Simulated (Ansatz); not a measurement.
Relaxation of BClFH4P (8 atoms, charge 0, multiplicity 1), to a largest force component of 0.03 eV/Å in at most 50 steps.

These are results of Ansatz 0.2.0, RKS BHLYP-D4/6-31G*, not measurements.

```xyz
8
Properties=species:S:1:pos:R:3:forces:R:3
B -0.006 0.094 0.112 -0.05 0.93 1.04
Cl 0.036 0.745 1.810 0.01 -0.19 -1.13
H 1.002 -0.076 -0.471 -0.05 -0.03 0.02
F -1.173 -0.031 -0.454 0.07 -0.04 0.00
P 0.201 -2.916 0.934 -0.04 -0.32 0.19
H -0.512 -2.475 -0.195 -0.02 -0.02 0.00
H 1.424 -2.354 0.522 0.01 0.02 0.03
H -0.170 -1.824 1.752 0.07 -0.35 -0.16
```

Q: Where does it end, and by what steps?

A: The run converged. The force dipped under the threshold on the way, but the program's further checks kept it going. After 25 steps the energy has fallen by 0.208 eV; H8 moved furthest, 0.62 Å.

```
step  energy less start (eV)  largest force component (eV/Å)  accepted
   0                  0.0000                           1.134       yes
   1                 -0.0786                           0.980       yes
   2                 -0.1436                           1.047       yes
   3                 -0.1890                           0.803       yes
   4                 -0.1938                           0.626       yes
   5                 -0.2001                           0.264       yes
   6                 -0.2023                           0.200       yes
   7                 -0.2006                           0.427        no
   8                 -0.2037                           0.159       yes
   9                 -0.1972                           0.282        no
  10                 -0.2055                           0.061       yes
  11                 -0.2062                           0.013       yes
  12                 -0.2066                           0.091       yes
  13                 -0.2068                           0.049       yes
  14                 -0.2069                           0.050       yes
  15                 -0.2063                           0.091        no
  16                 -0.2071                           0.025       yes
  17                 -0.2074                           0.036       yes
  18                 -0.2075                           0.039       yes
  19                 -0.2077                           0.066       yes
  20                 -0.2078                           0.061       yes
  21                 -0.2079                           0.095       yes
  22                 -0.2080                           0.092       yes
  23                 -0.2082                           0.031       yes
  24                 -0.2083                           0.037       yes
  25                 -0.2083                           0.018       yes
```

```xyz
8
Properties=species:S:1:pos:R:3
B 0.052 0.418 0.041
Cl -0.026 1.017 1.681
H 1.082 0.371 -0.530
F -1.051 0.038 -0.546
P 0.240 -3.229 0.898
H -0.676 -2.649 -0.003
H 1.314 -2.405 0.498
H -0.133 -2.397 1.973
```

Whether the end is a true minimum wasn't checked by a vibrational analysis.

Run time: 18 s on 2 threads of AMD EPYC 9B45 (Zen 5), on a shared host, peak memory 0.19 GiB.
